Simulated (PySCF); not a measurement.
# Orbital energies and ionisation energy

C4H9F3Si2.
Z-matrix (Å and degrees, PBE0-D3(BJ)/def2-SVP geometry), rows numbered from 1:
```
C 
Si  1  1.8739
C   2  1.9141  1  115.07
Si  3  1.8883  2   87.30  1   129.32
C   4  1.9324  3  108.60  2    99.06
F   5  1.3428  4  112.51  3  -166.28
F   5  1.3421  4  112.80  3    72.35
F   5  1.3484  4  110.41  3   -47.08
C   4  1.8879  3   92.44  2   -11.15
H   1  1.1013  2  110.79  3    69.89
H   1  1.1013  2  110.79  3  -170.22
H   1  1.1011  2  110.85  3   -50.18
H   2  1.4934  1  110.76  3  -128.33
H   3  1.0996  2  118.40  1  -111.08
H   3  1.1029  2  111.90  1    16.00
H   4  1.4927  3  119.52  2  -137.75
H   9  1.0996  2  118.27  1   111.65
H   9  1.1027  2  112.17  1   -15.63
```

Level: B3LYP/def2-SVPD (PySCF). Frontier orbitals with their largest atomic shares (Löwdin; up to four atoms above 4 %):

```tsv
orbital	ε (eV)	main atoms
HOMO−3	-8.89	C9 29 %, C3 28 %, Si4 16 %, H14 6 %
HOMO−2	-8.88	Si2 19 %, H13 17 %, C1 14 %, Si4 7 %
HOMO−1	-8.41	C3 26 %, C9 26 %, Si2 19 %, Si4 10 %
HOMO	-7.74	?
LUMO	-0.11	Si4 20 %, Si2 12 %, C3 10 %, C9 10 %
LUMO+1	-0.07	Si2 19 %, Si4 14 %, C3 10 %, C1 10 %
LUMO+2	0.23	Si4 27 %, H16 11 %, H18 11 %, H15 10 %
```

Problem. What vertical ionisation energy does ΔSCF give, and how far is −ε(HOMO) from it?

Solution. ΔSCF: 9.64 eV (930 kJ/mol; threshold wavelength 129 nm); ⟨S²⟩ of the doublet left behind is 0.756, against 0.75 for a pure doublet. −ε(HOMO) is 7.74 eV, 1.90 eV below it. In exact Kohn–Sham theory the two would be equal; B3LYP (global hybrid, 20 % exact exchange) falls short of its own ΔSCF value by 20 %.

Problem. On which atoms does the HOMO lie?

Solution. C9 (sp3 carbon bound to silicon) 19 %, C3 (sp3 carbon bound to silicon) 18 %, Si2 (SiH silicon) 14 %, Si4 (SiH silicon) 14 %, so no atom holds as much as 40 %. The HOMO−1 lies 0.67 eV lower.

Problem. Shift the occupied levels rigidly so that −ε(HOMO) equals the ΔSCF value. What binding energies result?

Solution. The shift is +1.90 eV: HOMO 9.64, HOMO−1 10.31, HOMO−2 10.78, HOMO−3 10.79 eV. A rigid shift is only a rough guide to the deeper ionisations.

Problem. How many of the 10 lowest singlet excitations (vertical TDDFT, same level) lie below the ionisation energy?

Solution. All 10; they run from 6.54 to 7.86 eV.

Problem. What total energies stand behind the ΔSCF value?

Solution. E(N) = -1035.92800 Eh and E(N − 1) = -1035.57368 Eh at the same geometry, 0.35432 Eh apart.

Problem. With α = 100.9 au, estimate the like-pair dispersion coefficient by London's formula C6 = (3/4)α²I.

Solution. I = 0.3543 Eh, so C6 ≈ 2710 au, a rough estimate.

Isolated species at its PBE0-D3(BJ)/def2-SVP geometry (one conformer only).
